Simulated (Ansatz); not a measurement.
**Relative energy of two structures of AlClH4OSn+**

Structure I: a doublet given by its coordinates. Structure II: a doublet given by its coordinates. Both are isolated ions in the gas phase, relaxed with BLYP-D3(BJ)/def2-SVP.

I (Å):

```xyz
8

Al    0.3464   -1.2321    0.0054
Cl    0.2954   -2.3477    1.7759
O     0.0277   -2.6460   -1.2937
Sn    1.3217    1.0531   -0.9789
H    -0.0771   -2.5836   -2.2697
H    -0.1145   -3.5806   -1.0120
H     0.7514    1.2926   -2.6068
H     0.9118    2.3770    0.0657
```

Close contacts (Å): Al1–Cl2 2.09, Al1–O3 1.95, Al1–Sn4 2.67, O3–H5 0.98, O3–H6 0.99, Sn4–H7 1.74, Sn4–H8 1.74.

II (Å):

```yaml
atoms:
  - { symbol: Al, position_ang: [0.3988, -0.4835, -0.7676] }
  - { symbol: Cl, position_ang: [-1.1370, -2.0003, -0.4169] }
  - { symbol: O, position_ang: [1.2778, -0.4830, 0.9671] }
  - { symbol: Sn, position_ang: [-2.1354, 0.7999, -0.7674] }
  - { symbol: H, position_ang: [2.2114, -0.2230, 1.1345] }
  - { symbol: H, position_ang: [0.9092, -0.8987, 1.7788] }
  - { symbol: H, position_ang: [1.5615, -0.4194, -1.8197] }
  - { symbol: H, position_ang: [-2.6918, 0.8094, 0.9314] }
```

Close contacts (Å): Al1–Cl2 2.19, Al1–O3 1.94, Al1–Sn4 2.84, Cl2–Sn4 2.99, Al1–H7 1.57, O3–H5 0.98, O3–H6 0.98, Sn4–H8 1.79.

Problem. Estimate E(II) − E(I) at the level CCSD(T)/def2-SVP + ΔMP2/def2-TZVPP.

Solution. Calculated at CCSD(T)/def2-SVP + ΔMP2/def2-TZVPP: E(II) − E(I) = −2.9 kcal/mol, so structure II lies lower.

How the difference moves with the method:

```csv
level,geometry,E(II) − E(I) (kcal/mol),departure from the last row (kcal/mol),"job, with rough time for the two"
BLYP-D3(BJ)/def2-SVP,BLYP-D3(BJ)/def2-SVP,−7.4,−4.5,"optimisation, 70 s"
HF/def2-SVP,BLYP-D3(BJ)/def2-SVP,−2.0,+1.0,part of the CCSD(T) run
MP2/def2-SVP,BLYP-D3(BJ)/def2-SVP,0.0,+3.0,part of the CCSD(T) run
CCSD(T)/def2-SVP,BLYP-D3(BJ)/def2-SVP,−1.1,+1.8,single point
CCSD(T)/def2-SVP + ΔMP2/def2-TZVPP,BLYP-D3(BJ)/def2-SVP,−2.9,,"single point, 64 s"
```

MP2/def2-SVP finds them nearly level. The largest departure from CCSD(T)/def2-SVP + ΔMP2/def2-TZVPP is that of BLYP-D3(BJ)/def2-SVP, 4.5 kcal/mol. Levels run at GFN2-xTB geometries aren't shown. The last row adds to CCSD(T) the change of the MP2 difference between the two basis sets, here −1.8 kcal/mol.

With harmonic frequencies from BLYP-D3(BJ)/def2-SVP (ideal gas, rigid rotor, one conformer each, 298.15 K, 1 atm): on the last row, ΔE + ΔZPE = −2.9, ΔH = −2.9, ΔG = −2.6 kcal/mol.

Open shells are spin-unrestricted. The correlated steps freeze 15 core orbitals; the filled d shell of Sn is correlated, in a basis made for valence electrons. Atoms past krypton carry core potentials in the def2 sets and no spin–orbit term is included. Programs: Ansatz 0.2.0; the last row on 2 threads of Intel(R) Xeon(R) Platinum 8259CL CPU @ 2.50GHz (Skylake/Cascade Lake) on a shared host.
